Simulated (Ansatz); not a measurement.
Geometry optimisation, RKS PBE0-D4/def2-SVP (Ansatz 0.2.0).

input.yaml

```yaml
crystal:
  periodic: [false, false, false]
  atoms:
    - { symbol: Zr, position_ang: [0.0, 0.0, 0.0] }
    - { symbol: Cl, position_ang: [0.0, 0.0, 2.87] }
    - { symbol: F, position_ang: [1.8671, 0.0, -0.6593] }
    - { symbol: F, position_ang: [-0.9326, 1.6157, -0.6593] }
    - { symbol: F, position_ang: [-0.9326, -1.6157, -0.6593] }
    - { symbol: H, position_ang: [-2.0403, 0.0, 0.6779] }
    - { symbol: H, position_ang: [-1.6936, 0.0, 1.7104] }
basis:
  gaussian: { orbitals: def2-SVP }
hamiltonian:
  xc: pbe0
  dispersion: d4
relax:
  f_tol: 0.15
  max_steps: 25
  restrain:
    - { distance: [0, 5], at: 1.85, k: 30.0 }
    - { distance: [6, 1], at: 1.37, k: 30.0 }
    - { distance: [0, 1], at: 3.72, k: 30.0 }
    - { distance: [6, 5], at: 1.86, k: 30.0 }
```

Command:

```bash
$ ansatz run input.yaml --threads 2 --pin off --max-ram 3072MiB --backend cpu --events-out ev --progress --plain --runs-dir out
```

Where does it end, and by what steps?

The run converged. The restraints hold the end off the free minimum. After 9 steps the energy has fallen by 0.458 eV (the restraints' own energy left out); H7 moved furthest, 1.01 Å. Parted: Zr1–Cl2 (2.87 → 3.72 Å). Joined: Cl2–H7 (2.05 → 1.33 Å).

```
step  energy less start (eV)  largest force component (eV/Å)  accepted
   0                  0.0000                           3.510       yes
   1                  0.9794                           2.887       yes
   2                  1.4385                           2.371       yes
   3                  1.2224                           1.756       yes
   4                  0.5022                           1.098       yes
   5                  0.0085                           0.871       yes
   6                 -0.2770                           1.177       yes
   7                 -0.4319                           1.028       yes
   8                 -0.4597                           0.891       yes
   9                 -0.4582                           0.945       yes
```

```xyz
7
Properties=species:S:1:pos:R:3
Zr -0.456 0.000 -0.480
Cl -0.026 0.000 3.217
F 1.340 0.000 0.111
F -0.806 1.549 -1.498
F -0.806 -1.549 -1.498
H -1.769 0.000 0.829
H -1.209 0.000 2.600
```

Run time: 34 s on 2 threads of AMD EPYC 7R43 64-Core Processor (Zen 3), on a shared host, peak memory 0.23 GiB.
